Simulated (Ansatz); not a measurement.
Species: PbBr (charge +1, singlet). 
Coordinates optimised at B3LYP-D3(BJ)/def2-TZVP (Ansatz, a first-principles code):
SMILES: [Br][Pb+]
```xyz
2

Pb     0.0000     0.0000    -0.7513
Br     0.0000     0.0000     1.7602
```
Charge +1, spin multiplicity 1.

Computed values are from Ansatz. Correlated levels leave the core frozen unless marked. UHF or UKS for open shells. Spin-orbit coupling is left out. Frozen are the shells of the preceding noble gas and the d and f shells that filled before the atom's block. Past Kr the def2 sets carry scalar-relativistic core potentials. CBS(X,Y): correlation extrapolated as X^-3; Hartree-Fock from the larger set.

Task: What is the vertical ionisation energy (to the doublet) at CCSD(T)/CBS(def2-TZVPPD,def2-QZVPPD)?

Result: 16.16 eV.

Task: What is the T1 diagnostic at CCSD/def2-QZVPPD?

Result: 0.018.

Task: What is the total energy at CCSD(T)/CBS(def2-TZVPPD,def2-QZVPPD)?

Result: -2764.3990 Eh.

Task: What is the vertical electron affinity (to the doublet; negative means unbound) at CCSD(T)/CBS(def2-TZVPPD,def2-QZVPPD)?

Result: 6.68 eV.
